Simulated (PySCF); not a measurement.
Species: C2H9GeNS.
Atom-mapped SMILES: `[CH3:1][NH:2][GeH2:3][S:4][CH3:5]` (hydrogens: H6, H7, H8 on C1; H9 on N2; H10, H11 on Ge3; H12, H13, H14 on C5)

Cartesian coordinates in Å at the PBE0-D3(BJ)/def2-SVP level; atoms count from 1:
```
atom  x, y, z in Å
C1    -1.675    1.068   -0.170
N2    -0.907    0.310    0.788
Ge3   -0.315   -1.381    0.422
S4     1.130   -1.206   -1.253
C5     2.225    0.074   -0.557
H6    -1.261    0.905   -1.178
H7    -2.752    0.808   -0.209
H8    -1.601    2.150    0.033
H9    -1.158    0.483    1.756
H10   -1.387   -2.360   -0.107
H11    0.325   -1.880    1.732
H12    1.634    0.833   -0.026
H13    2.966   -0.365    0.126
H14    2.749    0.547   -1.398
```

The calculation used PySCF, TDDFT B3LYP/def2-SVPD, vertical, gas phase, core orbitals frozen in the response. Relativistic effects, spin–orbit coupling among them, are left out although an element past zinc is present.

Kohn–Sham orbitals with the atoms that hold most of them (Löwdin shares over 4%, at most four atoms; ? is withheld):

```
orbital  ε (eV)                              atoms
 LUMO+2    0.42    Ge3 28%, S4 28%, H11 9%, H10 9%
 LUMO+1    0.03     S4 32%, Ge3 14%, C5 10%, N2 8%
   LUMO   -0.04  Ge3 33%, S4 22%, H11 15%, H10 10%
   HOMO   -6.48                                  ?
 HOMO-1   -6.58                                  ?
 HOMO-2   -8.17     S4 55%, Ge3 15%, C5 12%, N2 5%
 HOMO-3   -9.30  Ge3 31%, H10 19%, H11 16%, S4 11%
```

Which atoms hold the HOMO-1, and with what shares?

N2 (bonded to C, Ge and H) 48%; S4 (bonded to C and Ge) 16%; C1 (bonded to N and 3 H) 10%; Ge3 (bonded to N, S and 2 H) 7%.

Which atoms hold the HOMO, and with what shares?

S4 (bonded to C and Ge) 59%; N2 (bonded to C, Ge and H) 11%; C5 (bonded to S and 3 H) 9%; Ge3 (bonded to N, S and 2 H) 8%.

How does S1 compare with the orbital gap of 6.44 eV?

S1 is at 5.35 eV (f = 0.0075), 1.09 eV below the gap, made of HOMO→LUMO+1 (48%), HOMO→LUMO (41%). Its leading pair isn't HOMO and LUMO; the energies of that pair differ by 6.52 eV. 

Next come S2 at 5.52 eV (f 0.0036), HOMO-1→LUMO (37%), HOMO-1→LUMO+1 (29%), HOMO→LUMO+1 (16%); S3 at 5.66 eV (f 0.0099), HOMO-1→LUMO (58%), HOMO→LUMO+1 (24%), HOMO-1→LUMO+1 (8%); S4 at 5.73 eV (f 0.028), HOMO-1→LUMO+1 (50%), HOMO→LUMO (32%); S5 at 5.98 eV (f 0.012), HOMO→LUMO+2 (87%).

Time: 36 s (grids of density and orbitals included); peak memory 0.89 GiB. Hardware: one thread of an Arm Neoverse V1, no GPU, shared host with 32 logical CPUs at a one-minute load of 26.

One conformer stands for the species.
